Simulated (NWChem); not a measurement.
System: SnHBr, singlet; SMILES [Br][SnH]

Input file for NWChem:

```
start job
memory heap 200 mb stack 900 mb global 1100 mb
geometry units angstroms noautoz
  Sn    -0.005678    -1.050613     0.000000
  H     -1.790125    -1.146847     0.000000
  Br    -0.006397     1.491119     0.000000
end
basis spherical
  * library def2-svp
end
ecp
  Sn library def2-ecp
end
dft
  xc xpbe96 cpbe96
  iterations 150
  vectors input atomic output neutral.movecs
end
task dft energy
charge 1
dft
  odft
  mult 2
  vectors input atomic output cation.movecs
end
task dft energy
```

Low-valent species are run as closed-shell singlets; no triplet was tried in these runs. Coordinates come from a PBE0/def2-SVP optimisation. Not confirmed as a minimum by frequencies. def2 effective core potentials on Sn; no spin-orbit coupling.

Ions are spin-unrestricted doublets at the neutral geometry; other ion states weren't tried.

Predict the main results of this run. (PBE/def2-SVP with def2 effective core potentials on Sn, vertical spin-unrestricted ions.) Quantities: vertical ionisation energy, ΔSCF (eV); −ε(HOMO) (eV).


```yaml
vertical ionisation energy, ΔSCF (eV): 8.83
"−ε(HOMO) (eV)": 5.80
```
